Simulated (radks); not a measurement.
Results of a calculation; reference values are marked as such.
Trend from K+ to Kr+: ionisation energy by Delta-SCF between NIST ground configurations, and size. Code: a radial shooting solver on a logarithmic mesh with Libxc functionals. Model: Dirac Kohn-Sham, BLYP, spin-unpolarised, spherical densities, point nucleus; open shells are shared between the two j in proportion to 2j + 1.

species      configuration  configuration of the ion  IE (eV)  NIST (eV)  kind   -e(HOMO) (eV)
K+                    [Ar]              [Ne] 3s2 3p5   31.785     31.625  exp.  24.649 (3p3/2)
Ca+               [Ar] 4s1                      [Ar]   11.958     11.872  exp.   8.984 (4s1/2)
Sc+           [Ar] 3d1 4s1                  [Ar] 3d1   12.906     12.800  exp.   9.751 (4s1/2)
Ti+           [Ar] 3d2 4s1                  [Ar] 3d2   13.717     13.576  exp.  10.384 (4s1/2)
V+                [Ar] 3d4                  [Ar] 3d3   14.867      14.63  exp.   9.011 (3d5/2)
Cr+               [Ar] 3d5                  [Ar] 3d4   16.088     16.486  exp.   9.891 (3d5/2)
Mn+           [Ar] 3d5 4s1                  [Ar] 3d5   15.768     15.640  exp.  11.947 (4s1/2)
Fe+           [Ar] 3d6 4s1                  [Ar] 3d6   16.382     16.199  exp.  12.410 (4s1/2)
Co+               [Ar] 3d8                  [Ar] 3d7   19.387     17.084  exp.  12.227 (3d5/2)
Ni+               [Ar] 3d9                  [Ar] 3d8   20.400     18.169  exp.  12.934 (3d5/2)
Cu+              [Ar] 3d10                  [Ar] 3d9   21.381     20.292  exp.  13.612 (3d5/2)
Zn+          [Ar] 3d10 4s1                 [Ar] 3d10   18.657     17.964  exp.  14.126 (4s1/2)
Ga+          [Ar] 3d10 4s2             [Ar] 3d10 4s1   21.239     20.515  exp.  16.367 (4s1/2)
Ge+      [Ar] 3d10 4s2 4p1             [Ar] 3d10 4s2   15.460     15.935  exp.  11.118 (4p3/2)
As+      [Ar] 3d10 4s2 4p2         [Ar] 3d10 4s2 4p1   17.860     18.589  exp.  13.130 (4p3/2)
Se+      [Ar] 3d10 4s2 4p3         [Ar] 3d10 4s2 4p2   20.241      21.20  exp.  15.127 (4p3/2)
Br+      [Ar] 3d10 4s2 4p4         [Ar] 3d10 4s2 4p3   22.624     21.591  exp.  17.129 (4p3/2)
Kr+      [Ar] 3d10 4s2 4p5         [Ar] 3d10 4s2 4p4   25.020     24.360  exp.  19.145 (4p3/2)

Reference values: NIST Atomic Spectra Database (exp. = measured, semi-emp. = semi-empirical, theory = theoretical value adopted there). Spin polarisation and multiplet splitting are left out, so open shells lie too high by an amount that depends on their filling. Sharing an open shell by 2j + 1 raises it above the true ground level by a part of the spin-orbit splitting, which enters the differences from NIST.

Beside tabulated values, note that spin-unpolarised runs miss the spin-polarisation part of the exchange energy of open shells.
